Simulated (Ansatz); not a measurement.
`B[S][AlH2]` + `O[SiH2][AlH2]` → `[AlH2][O][SiH2][AlH2]` + `BS` at 298.15 K and 1 bar (ligand exchange at the Al–S bond).

Computed with Ansatz on PBE0-D4/def2-TZVP structures; ΔE is electronic, products minus reactants. CBS: MP2 limit from def2 TZ/QZ plus the TZ coupled-cluster correction, frozen cores. This one scheme is used for every species. Each species was taken in one conformer, which may not be the lowest.

```tsv
species	CCSD(T)/CBS energy (Eh)	H − E (kJ/mol)	S (J/(mol·K))
`B[S][AlH2]`	-667.02114	112.0	305.0
`O[SiH2][AlH2]`	-609.28590	134.4	323.8
`[AlH2][O][SiH2][AlH2]`	-851.94680	151.8	399.8
`BS`	-424.38198	90.6	245.0
```

H − E and S are ideal-gas, rigid-rotor, harmonic terms from PBE0-D4/def2-TZVP, for one conformer and one mirror image of each species. 1 Eh = 2625.50 kJ/mol, R = 8.31446 J/(mol·K).

Q: By hand: ΔE, ΔH, ΔS and ΔG.

A: ΔE = (-851.94680) + (-424.38198) − (-667.02114) − (-609.28590) = -0.02174 Eh = -57.1 kJ/mol. Δ(H − E) = 151.8 + 90.6 − 112.0 − 134.4 = -4.0, so ΔH = -61.1 kJ/mol. ΔS = 399.8 + 245.0 − 305.0 − 323.8 = 16.0 J/(mol·K). ΔG = -61.1 − 298.15 × (16.0)/1000 = -65.9 kJ/mol.

Q: By hand: the equilibrium constant, and the temperature at which ΔG would vanish if ΔH and ΔS stayed fixed.

A: log₁₀ K = −ΔG/(RT ln 10) = 11.5. ΔH and −TΔS have one sign here, so there is no such temperature.

ΔH outweighs TΔS. A doubt of 5 kJ/mol in ΔE shifts log₁₀ K by 0.9 here. Other conformers and mirror images would add mixing entropy, several J/(mol·K) or more a flexible species. Modes under 60 cm⁻¹, often nearly free rotors, make the harmonic entropy too high. These are equilibria of isolated gas molecules and say nothing of rates. Largest T1 diagnostic: 0.015 (customary marks: 0.02 for closed shells, 0.045 for open ones).
